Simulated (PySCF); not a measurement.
# Ta (tantalum, neutral): UHF calculation

Configuration: [Xe] 4f14 5d2 6s2 7s1, 7s spin antiparallel (an excited configuration). All numbers are calculated (PySCF 2.14, a scalar-relativistic core potential, in aug-cc-pwCVTZ-PP with ECP60MDF).

| Property | Result |
| --- | --- |
| Total energy | -56.561908 hartree |
| One-electron energy | -92.4369 hartree |
| Hartree (Coulomb) energy | 41.7266 hartree |
| Exchange energy | -5.8516 hartree |
| ⟨S²⟩ | 1.7561 |
| ⟨L²⟩ | 12.053 |
| Sum of ⟨r⟩ | 29.48 bohr |
| Sum of ⟨r²⟩ | 135.0 bohr² |

```tsv
shell	electrons	mean orbital energy (hartree)	rms radius, mean of both spins (bohr)
5s α	1	-3.44651	1.19
5s β	1	-3.37299	1.19
5p α	3	-2.04065	1.39
5p β	3	-1.92545	1.39
5d α	2	-0.54101	2.12
6s α	1	-0.42154	3.34
6s β	1	-0.38376	3.34
7s β	1	-0.08179	9.45
```

Energies and moments cover only the electrons outside the core potential. Spin-orbit coupling, absent here, splits the open shell strongly. The outer electron is Rydberg-like, and this basis confines it to a smaller radius and binds it less than a complete one would. With the s spin flipped the determinant is a mixture of two multiplicities, not a spectroscopic state.
